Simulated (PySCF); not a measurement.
# KRb, PBE0: how much the basis matters

PySCF, UKS reference; singlet, unpaired electrons none; De to K + Rb without counterpoise correction.

| basis | relativity | functions | Re (Å) | ωe (cm⁻¹) | De (eV) | μ (D) |
| --- | --- | --- | --- | --- | --- | --- |
| def2-SVP | scalar-relativistic core potentials | 48 | 4.156 | 74.2 | 0.48 | 0.54 |
| def2-SVPD | scalar-relativistic core potentials | 54 | 4.157 | 74.2 | 0.48 | 0.57 |
| x2c-TZVPall | spin-free X2C | 96 | 4.139 | 75.1 | 0.49 | 0.69 |

Task: How does each smaller set differ from the one with most functions, x2c-TZVPall?

Result: def2-SVP: +1.7 pm, -1.2 % in ωe, -0.01 eV in De; def2-SVPD: +1.8 pm, -1.2 % in ωe, -0.01 eV in De. All at PBE0; the set with most functions is neither the basis-set limit nor always the best. The rows treat relativity differently, so the differences are not basis effects alone.

A positive dipole means K(−)Rb(+). Closed-shell solutions of metal pairs were not tested for spin polarisation, which can lower them a little.
